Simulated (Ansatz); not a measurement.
Two members of one family (Series MnX2), computed with Ansatz in the gas phase; def2 core potentials for I, no spin–orbit coupling. The two geometries come from different levels. HOMO and LUMO are taken over both spins. Binding counts from free atoms in the multiplicity of their measured ground term, without zero-point energy. The structures are stationary points that may keep the symmetry of their start. Remarks come from the PBE and PBE0 runs and from stability tests at other levels; not every state was tested.

First: MnI2 (sextet, charge 0, B3LYP-D4/def2-TZVP geometry).

Cartesian coordinates in Å:
```
Mn 0.0083 -0.0004 -0.0082
I 0.2846 -2.4839 0.4327
I -0.2930 2.4843 -0.4245
```

```
             level  HOMO (eV)  LUMO (eV)  gap (eV)  binding per atom (eV)
   PBE-D4/def2-SVP      -6.23      -4.35      1.88                   2.22
 PBE-D4/def2-TZVPD      -6.39      -4.42      1.97                   2.24
  PBE0-D4/def2-SVP      -7.48      -3.05      4.43                   2.11
 PBE0-D4/def2-TZVP      -7.56      -2.98      4.58                   2.13
PBE0-D4/def2-TZVPD      -7.58      -3.00      4.58                   2.13
```

Metal–donor distances: 2 × I 2.54 Å. Remarks: spin-contaminated (⟨S²⟩ up to 2.73) (doublet), spin-contaminated (⟨S²⟩ up to 4.77) (quartet).

Second: MnF2 (sextet, charge 0, PBE0-D4/def2-TZVP geometry).

```csv
atom,x (Å),y (Å),z (Å)
Mn1,0.0028,0.0017,-0.0027
F2,0.0574,-1.6140,-0.7738
F3,-0.0601,1.6123,0.7764
```

What does the change do? Estimate second minus first.


```tsv
level	Δ HOMO (eV)	Δ LUMO (eV)	Δ gap (eV)	Δ binding per atom (eV)
PBE-D4/def2-SVP	0.07	0.74	0.67	1.42
PBE-D4/def2-TZVPD	-0.49	0.11	0.60	1.48
PBE0-D4/def2-SVP	-0.86	0.68	1.53	1.21
PBE0-D4/def2-TZVP	-1.21	0.31	1.51	1.27
PBE0-D4/def2-TZVPD	-1.22	0.32	1.53	1.29
```

Metal–donor distances: 2 × F 1.79 Å. Remarks: spin-contaminated (⟨S²⟩ up to 2.61) (doublet), spin-contaminated (⟨S²⟩ up to 4.65) (quartet).
